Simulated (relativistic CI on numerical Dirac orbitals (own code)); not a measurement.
Electric-dipole transitions in Bi LXXXI

Calculated at this level of theory: Dirac-Coulomb-Breit CI, orbitals from a KLI potential per configuration, model QED (radiative potential, 1s self-energy scaled to tabulated hydrogen-like ionisation energies), unscaled Slater integrals (own radial code, finite nucleus).

CI space (outside the closed core 1s2): 2s, 2p, 3s, 3p, 3d, 4s, 4p, 4d, 4f, 5s, 5p, 5d, 5f, 5g. Levels of other configurations are missing.

```csv
λ vac (nm),Lower,Upper,A (s⁻¹),log gf,S velocity/length
0.06300,2p ²P°1/2 [2],4d ²D3/2 [12],9.56e+14,-0.64,0.99
0.07204,2p ²P°3/2 [3],4d ²D5/2 [13],8.94e+14,-0.38,1.00
0.08040,2s ²S1/2 [1],3p ²P°3/2 [6],7.82e+14,-0.52,1.00
0.08159,2p ²P°1/2 [2],3d ²D3/2 [7],2.69e+15,0.03,1.00
0.08458,2s ²S1/2 [1],3p ²P°1/2 [5],1.27e+15,-0.56,1.00
0.09651,2p ²P°3/2 [3],3d ²D5/2 [8],2.75e+15,0.36,1.00
0.09808,2p ²P°3/2 [3],3d ²D3/2 [7],4.54e+14,-0.58,1.00
0.18738,3p ²P°3/2 [6],5d ²D5/2 [20],1.49e+14,-0.33,1.00
0.18772,3d ²D3/2 [7],5f ²F°5/2 [21],1.96e+14,-0.21,1.00
0.19309,3d ²D5/2 [8],5f ²F°7/2 [23],1.96e+14,-0.06,1.00
0.23325,3s ²S1/2 [4],4p ²P°3/2 [11],9.03e+13,-0.53,0.99
0.23581,3p ²P°1/2 [5],4d ²D3/2 [12],2.36e+14,-0.10,1.00
0.24814,3s ²S1/2 [4],4p ²P°1/2 [10],1.65e+14,-0.52,1.00
0.27057,3p ²P°3/2 [6],4d ²D5/2 [13],2.99e+14,0.29,1.00
0.27128,3d ²D3/2 [7],4f ²F°5/2 [14],5.78e+14,0.58,1.00
0.28134,3d ²D5/2 [8],4f ²F°7/2 [15],5.91e+14,0.75,1.00
0.44412,2s ²S1/2 [1],2p ²P°3/2 [3],2.71e+13,-0.49,1.03
0.51637,4p ²P°1/2 [10],5d ²D3/2 [19],4.30e+13,-0.16,0.99
0.58296,4p ²P°3/2 [11],5d ²D5/2 [20],6.17e+13,0.28,1.00
0.58436,4d ²D3/2 [12],5f ²F°5/2 [21],1.05e+14,0.51,1.00
0.60305,4d ²D5/2 [13],5f ²F°7/2 [23],1.11e+14,0.69,1.00
0.60308,4f ²F°5/2 [14],5g ²G7/2 [22],1.80e+14,0.89,1.00
0.61175,4f ²F°7/2 [15],5g ²G9/2 [24],1.83e+14,1.01,1.00
0.65078,4p ²P°3/2 [11],5s ²S1/2 [16],3.93e+13,-0.30,1.00
1.5015,3s ²S1/2 [4],3p ²P°3/2 [6],4.32e+12,-0.23,1.01
1.6003,3p ²P°1/2 [5],3d ²D3/2 [7],2.37e+12,-0.44,1.00
3.6027,4s ²S1/2 [9],4p ²P°3/2 [11],1.06e+12,-0.08,1.01
3.8253,4p ²P°1/2 [10],4d ²D3/2 [12],7.46e+11,-0.18,1.01
7.1139,5s ²S1/2 [16],5p ²P°3/2 [18],3.49e+11,0.02,1.02
7.5395,5p ²P°1/2 [17],5d ²D3/2 [19],2.67e+11,-0.04,1.02
```

Terms are leading LS components. Brackets give the number of a level in order of energy, since labels repeat. The list gives strong lines, with weight on those to low levels. Levels whose partners in the same complex of configurations lie outside the list can be far off, and so can their lines. Rates are taken at the computed energies, electric ones in the length gauge. A velocity-to-length ratio far from 1 marks an uncertain rate.

At this charge energies of transitions that change n are usually good to better than 1 %, and those within a shell (Δn = 0) to a few per cent.
